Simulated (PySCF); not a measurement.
CdCl2, SMILES [Cl][Cd][Cl]. Heavy atoms are numbered as in [Cd:1]([Cl:2])[Cl:3].

The structure is a stationary point at PBE-D3(BJ)/def2-TZVP. The isomer is the one that the SMILES or the coordinates give; other isomers of the formula were not compared. The def2 effective core potentials stand for the cores of Cd; spin–orbit coupling is left out.

Method: PySCF with CAM-B3LYP/def2-TZVPD.

Mulliken values depend strongly on the basis, most of all with diffuse functions as here. ESP charges are fitted to the potential on shells at 1.4 to 2.0 van der Waals radii. Atomic charges (e), one atom of each kind:

```csv
atom,Mulliken,ESP fit
Cd1,0.80,0.72
Cl2,-0.40,-0.36
```
